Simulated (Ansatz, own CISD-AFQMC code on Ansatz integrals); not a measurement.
H6Si4, SMILES `[SiH3][Si]1=[SiH][SiH2]1` (charge 0, multiplicity 1).

Z-matrix (Å, degrees):
```
Si
Si 1 2.1154
H 2 1.4877 1 149.15
Si 2 2.2734 3 147.65 1 -179.76
H 4 1.4906 2 121.81 3 71.70
H 4 1.4906 5 107.53 2 147.92
Si 1 2.3292 2 149.89 3 0.63
H 7 1.4849 1 108.86 2 -9.79
H 7 1.4856 8 109.96 1 119.78
H 7 1.4859 8 109.83 9 120.22
```
Charge 0, multiplicity 1.

Frozen-core correlation energies in cc-pVDZ at a geometry from PBE0-D3(BJ)/def2-TZVP, on an HF energy of -1159.12247 Ha (<S^2> = 0.00, restricted and unstable towards unrestricted orbitals). Wave-function levels are from Ansatz, the walk from an own CISD-AFQMC code on Ansatz integrals (time step 0.005/Ha, trial state from CCSD amplitudes, largest double 0.12).

```tsv
level	correlation energy (mHa)
MP2	-392.4
CCSD	-456.0
CCSD(T)	-476.0
```

Q: What correlation energy does phaseless AFQMC give, and where does it lie among these levels?

A: -478.2 ± 0.4 mHa (one standard error). AFQMC minus each level: MP2 -85.8 mHa, CCSD -22.3 mHa, CCSD(T) -2.3 mHa.
